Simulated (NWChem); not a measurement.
System: AlHF₂; SMILES [F][AlH][F]

The following NWChem deck was run.

```
start job
memory heap 200 mb stack 900 mb global 1100 mb
geometry units angstroms noautoz
  Al     0.000000     0.000000    -0.414903
  H      0.000000     0.000000    -1.977522
  F     -1.414331     0.000000     0.443886
  F      1.414331     0.000000     0.443886
end
basis spherical
  Al library def2-svp
  H library def2-svp
  F library def2-svp
end
dft
  xc b3lyp
  iterations 150
end
tddft
  cis
  nroots 6
end
task tddft energy
```

The geometry was optimised at PBE0/def2-SVP. B3LYP is NWChem's, with the RPA form of VWN correlation.

Vertical excitations in the gas phase.

**Question.** What results follow from this input? (B3LYP/def2-SVP, TDA.) Quantities: lowest excitation, singlet (eV); oscillator strength of that lowest state; lowest state with f > 0.02, singlet (eV); oscillator strength of that bright state; lowest triplet (eV); orbital gap (eV).

**Answer.** 
```
Item                                      Value
----------------------------------------  -----
lowest excitation, singlet (eV)            7.80
oscillator strength of that lowest state  0.096
lowest state with f > 0.02, singlet (eV)   7.80
oscillator strength of that bright state  0.096
lowest triplet (eV)                        7.06
orbital gap (eV)                           8.82
```
